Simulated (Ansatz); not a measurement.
C$_{3}$H$_{9}$ClTi (`[CH3][Ti]([CH3])([CH3])[Cl]`). Charge 0, multiplicity 1. The structure was optimised at the PBE0-D4/def2-TZVP level.

```xyz
14

C    -0.200    1.876   -0.291
Ti    0.082    0.044    0.582
C    -1.560   -1.093    0.124
C     1.686   -0.822   -0.353
Cl    0.389    0.209    2.764
H     0.581    2.575    0.025
H    -0.166    1.765   -1.381
H    -1.177    2.277   -0.001
H    -1.356   -2.145    0.353
H    -1.781   -0.995   -0.945
H    -2.428   -0.764    0.703
H     1.419   -1.051   -1.391
H     1.975   -1.746    0.158
H     2.535   -0.130   -0.345
```

Question: What is the dipole moment at ωB97M-V/def2-TZVPP? (Estimate.)

Answer: The calculation gave: 1.92 D, with components (-0.27, -0.14, -1.90) D in this frame, pointing from negative to positive charge.

Question: And with PBE, r2SCAN, B3LYP? (Best estimate.)

Answer: The calculation gave: PBE 1.74 D, r2SCAN 1.88 D, B3LYP 1.88 D.

Question: Give the Mulliken charges with ωB97M-V, B3LYP, r2SCAN in def2-TZVPP. (Best estimate.)

Answer: Computed: 
```
atom  ωB97M-V  B3LYP  r2SCAN
  C1    -0.52  -0.50   -0.42
 Ti2     0.65   0.81    0.79
  C3    -0.52  -0.50   -0.42
  C4    -0.52  -0.50   -0.42
 Cl5    -0.22  -0.26   -0.26
  H6     0.13   0.11    0.08
  H7     0.12   0.10    0.08
  H8     0.13   0.11    0.08
  H9     0.13   0.11    0.08
 H10     0.12   0.10    0.08
 H11     0.13   0.11    0.08
 H12     0.12   0.10    0.08
 H13     0.13   0.11    0.08
 H14     0.13   0.11    0.08
```

B3LYP here is the variant with VWN-RPA as its local correlation; programs differ in this.
